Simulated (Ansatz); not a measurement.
`[NH]=[Ta]([Cl])([Cl])[Cl]` + NH₃ → `[NH]=[Ta]([NH2])([Cl])[Cl]` + HCl at 700 K and 1 bar (ligand exchange at a Ta–Cl bond).

Calculated with Ansatz (gas phase, PBE0-D4/def2-TZVP geometries, no zero-point term in ΔE). CCSD(T)/CBS adds triple-zeta CCSD(T) − MP2 to the extrapolated MP2 energy (def2 sets, frozen cores). This one scheme is used for every species. Elements past krypton have def2 core potentials. For Ta outer-core shells are correlated without core-valence functions, which leaves a few kJ/mol of doubt a bond. Each species was taken in one conformer, which may not be the lowest.

```tsv
species	CCSD(T)/CBS energy (Eh)	H − E (kJ/mol)	S (J/(mol·K))
`[NH]=[Ta]([Cl])([Cl])[Cl]`	-1491.75728	113.9	464.4
NH₃	-56.50880	116.9	226.5
`[NH]=[Ta]([NH2])([Cl])[Cl]`	-1087.86407	187.1	488.3
HCl	-460.38127	38.4	211.8
```

H − E and S are ideal-gas, rigid-rotor, harmonic terms from PBE0-D4/def2-TZVP, for one conformer and one mirror image of each species. 1 Eh = 2625.50 kJ/mol, R = 8.31446 J/(mol·K).

Q: By hand: ΔE, ΔH, ΔS and ΔG.

A: ΔE = (-1087.86407) + (-460.38127) − (-1491.75728) − (-56.50880) = 0.02074 Eh = 54.5 kJ/mol. Δ(H − E) = 187.1 + 38.4 − 113.9 − 116.9 = -5.3, so ΔH = 49.2 kJ/mol. ΔS = 488.3 + 211.8 − 464.4 − 226.5 = 9.2 J/(mol·K). ΔG = 49.2 − 700 × (9.2)/1000 = 42.8 kJ/mol.

Q: By hand: the equilibrium constant, and the temperature at which ΔG would vanish if ΔH and ΔS stayed fixed.

A: log₁₀ K = −ΔG/(RT ln 10) = -3.2. ΔG = 0 at ΔH/ΔS = 5348 K, far beyond where these terms or the molecules hold.

The number of gas molecules stays the same, so ΔS is small and ΔH decides. A doubt of 5 kJ/mol in ΔE shifts log₁₀ K by 0.4 here. Other conformers and mirror images would add mixing entropy, several J/(mol·K) or more a flexible species. These are equilibria of isolated gas molecules and say nothing of rates. Largest T1 diagnostic: 0.018 (customary marks: 0.02 for closed shells, 0.045 for open ones).
